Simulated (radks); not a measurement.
Q: The mean radii <r> (bohr) of the occupied orbitals of an atom or ion are listed with their occupations. Calculated with a radial shooting solver on a logarithmic mesh with Libxc functionals: scalar-relativistic Kohn-Sham, BLYP, spin-polarised, spherical densities, finite nucleus; Fermi nuclear charge, rms radius of each element as measured or else 0.836 A^(1/3) + 0.57 fm.

orbital  occ.      <r>
1s down     1  0.05846
1s up       1  0.05846
2s up       1   0.2670
2s down     1   0.2667
2p up       3   0.2356
2p down     3   0.2352
3s up       1   0.7716
3s down     1   0.7738
3p up       3   0.7933
3p down     3   0.7966
3d up       2   0.8193

Name the element and its charge. Open shells, if any, are filled with parallel spins first.

A: Z = 26, iron, charge +6: Fe6+ in [Ar] 3d2. The 1s radius gives Z: for a bare nucleus <r> = (2 gamma + 1)/(2Z) with gamma = sqrt(1 - (Z/c)^2), 0.05699 bohr for Z = 26, and screening makes it slightly larger (0.05846 here). The occupations add up to 20, and the charge is Z minus that.
